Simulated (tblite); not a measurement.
Compound: C2H7BBrN.
SMILES: `CN(C)BBr`

All values are computed: GFN2-xTB (tblite) harmonic vibrations without scaling, gas phase. Against measured fundamentals such values can be off by several per cent, at times by over 20. Modes of hydrogen on boron can be 10 to 20 % off.

Harmonic wavenumbers (cm⁻¹): 129.5, 153.5, 204.5, 205.5, 326.2, 362.6, 449.5, 711.9, 724.7, 884.5, 1048.7, 1066.2, 1090.0, 1141.7, 1144.5, 1212.8, 1416.7, 1421.9, 1461.8, 1467.9, 1481.0, 1482.7, 1520.7, 2636.0, 2947.0, 2950.2, 2966.3, 2972.7, 3049.4, 3051.5.

A = 9114, B = 1463, C = 1281 MHz; mass 134.985 u (most abundant isotopes); point group Cs, symmetry number 1.

Problem. What is the zero-point energy?

Solution. ½Σν̃ = 20841 cm⁻¹ = 249.31 kJ/mol.

Problem. Give the ideal-gas entropy at 298.15 K and 1 bar in the rigid-rotor, harmonic-oscillator model (classical rotation).

Solution. Translation 170.03, rotation 114.36, vibration 59.07: S = 343.5 J/(mol K).

Problem. And Cp and H(298.15 K) − H(0)?

Solution. Cp = 101.65 J/(mol K), of which vibrations give 68.39 (their classical limit is 30 R = 249.4); H(298.15 K) − H(0) = 20.09 kJ/mol without the zero-point energy, 10.17 from vibrations.

Problem. What must be added to the electronic energy to get the Gibbs energy at 298.15 K and 1 bar?

Solution. ZPE + [H(298.15 K) − H(0)] − T·S = 249.31 + 20.09 − 102.40 = 167.00 kJ/mol.

Problem. Blend soft modes into free rotors: weight 1/[1 + (100 cm⁻¹/ν̃)⁴] for the oscillator and the rest for a rotor with moment μB/(μ + B), μ = h/(8π²ν), B = 10⁻⁴⁴ kg m². What vibrational entropy results?

Solution. 58.61 J/(mol K) in place of 59.07, which changes −T·S at 298.15 K by +0.14 kJ/mol.

Problem. Which modes carry the vibrational entropy at 298.15 K?

Solution. 129.5 cm⁻¹: 12.36; 153.5 cm⁻¹: 11.00; 204.5 cm⁻¹: 8.75; 205.5 cm⁻¹: 8.72; 326.2 cm⁻¹: 5.35; 362.6 cm⁻¹: 4.65 J/(mol K); the other 24 give 8.24 together.

Problem. How do the functions run with temperature in this model?

Solution. 
```json
{"T (K)": "150", "S (J/(mol K))": "285.7", "Cp (J/(mol K))": "70.1", "H − H(0) (kJ/mol)": "7.37", "G − H(0) (kJ/mol)": "-35.48", "ln q(vib)": "0.99"}
{"T (K)": "250", "S (J/(mol K))": "326.5", "Cp (J/(mol K))": "91.2", "H − H(0) (kJ/mol)": "15.45", "G − H(0) (kJ/mol)": "-66.18", "ln q(vib)": "2.34"}
{"T (K)": "400", "S (J/(mol K))": "376.5", "Cp (J/(mol K))": "124.1", "H − H(0) (kJ/mol)": "31.59", "G − H(0) (kJ/mol)": "-119.00", "ln q(vib)": "4.40"}
{"T (K)": "600", "S (J/(mol K))": "434.3", "Cp (J/(mol K))": "161.8", "H − H(0) (kJ/mol)": "60.36", "G − H(0) (kJ/mol)": "-200.22", "ln q(vib)": "7.13"}
{"T (K)": "900", "S (J/(mol K))": "507.8", "Cp (J/(mol K))": "200.5", "H − H(0) (kJ/mol)": "115.16", "G − H(0) (kJ/mol)": "-341.89", "ln q(vib)": "11.06"}
```

q(vib) and H(0) count from the zero-point level.

Hindered rotation and anharmonicity are outside this model.

Shape of the structure used: `[CH3:1][N:2]([CH3:3])[BH:4][Br:5]`: C1–N2–B4–Br5 180°.
